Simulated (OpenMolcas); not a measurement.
## Pt2+: ligand-field states by method

Pt2+ with 6 ligands (oxide) in octahedral coordination (Oh) at 2.29 Å. A charge of +1.67 e stands 2.4 Å behind each ligand. Ligand basis ANO-RCC-VDZP.
```
Pt    0.0000    0.0000    0.0000
O     2.2900    0.0000    0.0000
O     0.0000    2.2900    0.0000
O    -2.2900    0.0000    0.0000
O     0.0000   -2.2900    0.0000
O     0.0000    0.0000    2.2900
O     0.0000    0.0000   -2.2900
```

- Program: OpenMolcas 26.06
- Basis: ANO-RCC-VDZP [7s6p4d2f]
- Scalar Hamiltonian: DKH2, point nucleus
- Active space: 8 electrons in 5 orbitals (5d)
- State averaging: 2S+1 = 3 even, 10 roots; 2S+1 = 1 even, 15 roots
- Spin-orbit coupling: state interaction with AMFI integrals over the reference wave functions

I. CASSCF
II. SS-CASPT2, IPEA 0.25 Eh, imaginary shift 0.1 Eh (closed shells correlated: 5s 5p and the ligand valence shells)

Spin-free states (labels of O, the rotations of Oh) in cm-1, each column counted from its own energy of the first state listed:

```
State  Degeneracy      I     II
  3A2           1      0      0
  3T2           3   8669   9440
   1E           2  11929   8830
  3T1           3  14107  14350
  1A1           1  19737  16180
  1T2           3  20685  18630
  3T1           3  23902  22820
  1T1           3  24369  22520
   1E           2  31646  30860
  1T2           3  32015  31180
  1A1           1  52859  47270
```

From I to II, I's first state of the same spin (3T2) moves from 8669 to 9440 cm-1, by about +770 cm-1.

From I to II, I's first state of another spin (1E) moves from 11929 to 8830 cm-1, by about -3100 cm-1.

I: A least-squares ligand-field fit to the states below 45000 cm-1, each weighted by its degeneracy and with a free common offset, gives 10Dq = 9097 cm-1, B = 775 cm-1 and C = 3224 cm-1 (C/B = 4.16), with an rms deviation of 131 cm-1. The same method and metal basis give the free ion B = 847 cm-1 (fit to its terms below 60000 cm-1, rms deviation 6 cm-1), so the nephelauxetic ratio is β = 775 / 847 = 0.91; it hangs on how both fits weigh the states, and computed free-ion B values tend to be too large, so β mixes covalency with correlation.

χT at 300 K: I 2.14, II 2.08 cm3 K/mol.

The states above are spin-free; spin-orbit coupling is strong here and shifts and splits them by thousands of cm-1.

Roots that are degenerate in the reference are averaged as groups; the widest CASPT2 spread within a group is 180 cm-1 (the 3-fold group of multiplicity 3 near 14400 cm-1 above the lowest state of its run, II). Shifts and gaps below about the spread of the groups concerned are not significant. Over all roots computed the reference weight is 0.63 to 0.64 in II; a low but even weight reflects the number of correlated electrons. Real 4d8 and 5d8 ions are as a rule square planar and diamagnetic. The oxide ions are held by bare point charges, a crude embedding. Ligand-to-metal charge-transfer states are missing. With no ligand orbital active B as a rule stays too high, so bands that hang on it stand too high and its fall with covalency is understated. Without dynamic correlation the repulsion within the d shell is too large (B by tens of per cent), so at a given field states of lower spin stand too high (holds for I). With metal d orbitals alone the field can be off either way by tens of per cent (holds for I). With one d shell and no ligand orbital active, 10Dq can be off by a tenth or more (holds for II). Free-ion shares, where given, are those of the reference states; single-state CASPT2 does not remix them (holds for II). The distance lies 5 % over the 2.18 Å that this model takes as the normal distance (a Shannon-type radius plus a fixed donor radius); by an R⁻⁵ law this alone changes a d-shell field by about -22 %. No measured value stands beside these numbers; the geometry is a model, was not optimised and need not be the one that this ion takes.
